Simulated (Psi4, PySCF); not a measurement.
PySCF was given this input:
```python
from pyscf import gto, scf, mp

mol = gto.M(
    atom='''
O    -0.00000000   -0.00000000   -0.88835384
Si    0.00000000    0.00000000    0.64027396
H    -0.00000000   -0.00000000   -1.85700467
''',
    basis='aug-cc-pvdz',
    charge=1,
    verbose=4,
)

mf = scf.RHF(mol)
mf.kernel()

pt = mp.MP2(mf, frozen=6)
pt.kernel()
print('E(MP2) = %.10f' % pt.e_tot)
```

### Question
Give the equivalent Psi4 input.

### Answer
One answer among several that fit: 
```
memory 2 GB

molecule {
1 1
  O    -0.00000000   -0.00000000   -0.88835384
  Si    0.00000000    0.00000000    0.64027396
  H    -0.00000000   -0.00000000   -1.85700467
}

set basis aug-cc-pvdz
set freeze_core true
set mp2_type conv
set scf_type pk
set puream true
set d_convergence 1e-8

energy('mp2')
print_variables()
```

Both were run: PySCF gave -364.393933 Eh and Psi4 -364.393933 Eh, 0.000 mEh apart.
